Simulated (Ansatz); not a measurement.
Consider the redistribution: `[GaH2][SiH]1OCS1` + `[AsH3]` → `C1O[SiH2]S1` + `[GaH2][AsH2]`.

Gas-phase electronic energies from Ansatz, PBE0-D4/def2-TZVP geometries. CCSD(T)/CBS adds triple-zeta CCSD(T) − MP2 to the extrapolated MP2 energy (def2 sets, frozen cores). DFT in def2-TZVPP. B3LYP here is the variant with VWN-RPA as its local correlation; programs differ in this. HSE06 is defined as in plane-wave codes. For As, Ga outer-core shells are correlated without core-valence functions, which leaves a few kJ/mol of doubt a bond. Scalar relativity is left out up to krypton.

`[GaH2][SiH]1OCS1`:

Z-matrix (Å, degrees):
```
Si
O 1 1.676
C 1 2.363 2 36.2
Ga 1 2.411 2 116.8 3 -109.1
S 1 2.150 2 84.5 3 -0.3
H 1 1.493 2 110.9 3 115.0
H 3 1.092 1 125.0 2 -85.2
H 3 1.092 1 124.1 2 85.8
H 4 1.570 1 121.8 2 -5.5
H 4 1.573 1 118.6 2 168.4
```

`[AsH3]`:

Z-matrix (Å, degrees):
```
As
H 1 1.522
H 1 1.522 2 92.0
H 1 1.522 2 92.0 3 -92.1
```

`C1O[SiH2]S1`:

```xyz
8

C    -1.043   -0.559    0.036
O    -0.498    0.477   -0.764
Si    1.009    0.571   -0.066
S     0.334   -0.985    1.212
H    -1.299   -1.429   -0.572
H    -1.914   -0.207    0.591
H     2.118    0.246   -0.999
H     1.292    1.886    0.562
```

`[GaH2][AsH2]`:

```xyz
6

Ga   -0.022    0.415    0.940
As   -0.697   -0.744   -1.065
H     0.589   -0.402    2.134
H    -0.305    1.953    1.072
H     0.580   -1.568   -1.110
H    -0.145    0.345   -1.971
```

```csv
level,ΔE (kJ/mol),difference from CCSD(T)/CBS
revPBE-D4,-40.5,13.6
B97M-V,-44.2,9.9
B3LYP-D4,-47.9,6.2
CAM-B3LYP-D4,-50.6,3.5
PBE-QIDH,-57.2,-3.1
BLYP,-47.8,6.3
HSE06,-51.1,3.0
HF/def2-TZVPP,-64.3,-10.2
CCSD(T)/def2-TZVPP,-54.1,0.0
MP2/CBS(def2),-61.4,-7.3
CCSD(T)/CBS,-54.1,0
```

Largest T1 diagnostic among the species: 0.013.

From BLYP to BHLYP (50 % exact exchange), in def2-TZVPP and without D4, ΔE moves by −10.4 kJ/mol. The D4 term adds +4.5 kJ/mol with B3LYP and +2.7 kJ/mol with PBE0; it sums over pairs of atoms, weighted by their polarisabilities, and B3LYP, whose exchange is more repulsive, gets the larger term.

CCSD(T)/CBS has its own doubt, a few kJ/mol and more with outer-core shells, so smaller differences from it don't rank the levels.
